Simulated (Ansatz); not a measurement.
Reaction (ligand exchange at the Si–O bond): `O[SiH](O)Br` + `O[SiH3]` → `O[SiH](Br)O[SiH3]` + H₂O

Isolated molecules relaxed with PBE0-D4/def2-TZVP in Ansatz; ΔE leaves out vibrations. CCSD(T)/CBS is the MP2 limit (def2-TZVPP, def2-QZVPP) plus CCSD(T) − MP2 in def2-TZVPP, frozen cores. This one scheme is used for every species. DFT in def2-TZVPP. For Br outer-core shells are correlated without core-valence functions, which leaves a few kJ/mol of doubt a bond. Scalar relativity is left out up to krypton. Each species was taken in one conformer, which may not be the lowest.

```tsv
level	ΔE (kJ/mol)	difference from CCSD(T)/CBS
PBE-D4	-15.0	8.3
revPBE-D4	-16.3	7.0
r2SCANh-D4	-16.8	6.5
r2SCAN0-D4	-18.1	5.2
BHLYP-D4	-24.9	-1.6
PBE	-9.5	13.8
revPBE	-8.2	15.1
r2SCAN0	-16.0	7.3
HF/def2-SVP	-22.7	0.6
CCSD(T)/def2-TZVPP	-20.7	2.6
CCSD(T)/CBS	-23.3	0
```

(1) What do rigid-rotor, harmonic-oscillator terms from PBE0-D4/def2-TZVP frequencies (298.15 K, 1 bar) make of the CCSD(T)/CBS value? (Best estimate.)

Largest T1 diagnostic among the species: 0.011.

Answers

(1) Ansatz gave: ΔZPE = -2.2 kJ/mol, ΔH = -22.0 kJ/mol, ΔS = 3 J/(mol·K), ΔG = -22.7 kJ/mol. Modes under 50 cm⁻¹ make the entropy rough.

From BLYP to BHLYP (50 % exact exchange), in def2-TZVPP and without D4, ΔE moves by −6.7 kJ/mol. The D4 term adds −8.8 kJ/mol with B3LYP and −5.2 kJ/mol with PBE0; it sums over pairs of atoms, weighted by their polarisabilities, and B3LYP, whose exchange is more repulsive, gets the larger term.

B3LYP here is the variant with VWN-RPA as its local correlation; programs differ in this.
